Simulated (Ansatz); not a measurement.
Spectroscopic constants of PtC, multiplicity 3 (an upper state: multiplicity 1 came lower at CCSD(T)/def2-TZVPP on PBE0 minima). No spin–orbit coupling. The T1 diagnostic near the minimum is 0.046, so single-reference values are doubtful.

Seven points along R, fitted to fifth degree in 1/R; most abundant isotopes. In def2 and cc sets the state is the lowest found near the PBE0 minimum, followed along R.

Codes used: Ansatz (an electronic-structure program) with Gaussian orbitals.  In def2 rows elements past Kr take small-core potentials, without spin–orbit coupling.

Q: What bond length and harmonic frequency does PBE/def2-TZVPP give?

A: r_e = 1.730 Å, ω_e = 911 cm⁻¹.

Q: What bond length and harmonic frequency does PBE0/def2-TZVPP give?

A: r_e = 1.719 Å, ω_e = 917 cm⁻¹.

Q: What bond length and harmonic frequency does wB97X-V/def2-TZVPP give?

A: r_e = 1.717 Å, ω_e = 916 cm⁻¹.
